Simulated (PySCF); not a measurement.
CI₂, SMILES I[C]I (connectivity only; charge and spin as stated), neutral, multiplicity 1.

The structure is a stationary point at B3LYP-D3(BJ)/def2-TZVP. The def2 effective core potentials stand for the cores of I; spin–orbit coupling is left out.

Two levels are set side by side: TDDFT-PBE/def2-SVPD (PySCF) and TDDFT-ωB97X/def2-SVPD (PySCF). Vertical, same geometry. The lowest singlet is HOMO→LUMO 101 % with PBE and HOMO→LUMO 100 % with the other functional; states are paired by order. Differences are taken from unrounded values.

```csv
quantity,TDDFT-ωB97X,TDDFT-PBE,TDDFT-PBE minus TDDFT-ωB97X
lowest singlet excitation (eV),1.45,1.60,0.15
lowest triplet excitation (TDA) (eV),0.49,0.75,0.26
first bright state (f over 0.05) (eV),3.73,3.26,-0.47
its oscillator strength,0.08,0.05,-0.03
```

Rough cost on one machine, each run with all the roots and properties that it gave: TDDFT-ωB97X against TDDFT-PBE about 5 times.
